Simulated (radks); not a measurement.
Spherical quantum dot in the effective-mass picture: electrons in a parabolic well V = omega^2 r^2 / 2 with omega = 0.299, all in effective atomic units (hartree* = m*/eps^2 hartree, bohr* = eps/m* bohr), one dielectric constant everywhere. Calculated with a radial shooting solver with Libxc functionals: non-relativistic Kohn-Sham, LDA (Slater exchange, Perdew-Wang correlation), spin-polarised, spherical densities. Levels are named by radial order and angular momentum (1s, 1p, 1d, 2s, ...), and open shells are averaged over m. Results are scaled to m* = 0.138 and eps = 15.1, for which hartree* = 16.47 meV and bohr* = 5.79 nm.

N = 25, configuration 1s2 1p6 1d10 2s2 1f(up 5, down 0). This is the lowest configuration that the search found. Occupied and some empty levels:

level    occupation  eigenvalue (meV)  <r> (nm)
1s up             1            89.305     23.36
1s down           1            89.537     22.59
1p up             3            90.613     27.64
1p down           3            90.936     27.27
1d up             5            92.265     30.49
1d down           5            92.635     30.34
2s up             1            93.080     24.31
2s down           1            93.285     24.73
1f up             5            94.217     32.68
1f down           0            94.605     32.67
2p up             0            95.441     27.42
2p down           0            95.649     27.56
1g up             0            96.431     34.52
1g down           0            96.820     34.59
2d up             0            97.956     30.22
2d down           0            98.183     30.24

Energy (meV): total 1414.49, kinetic 85.929, external 503.00, Hartree 919.35, exchange-correlation -93.794.
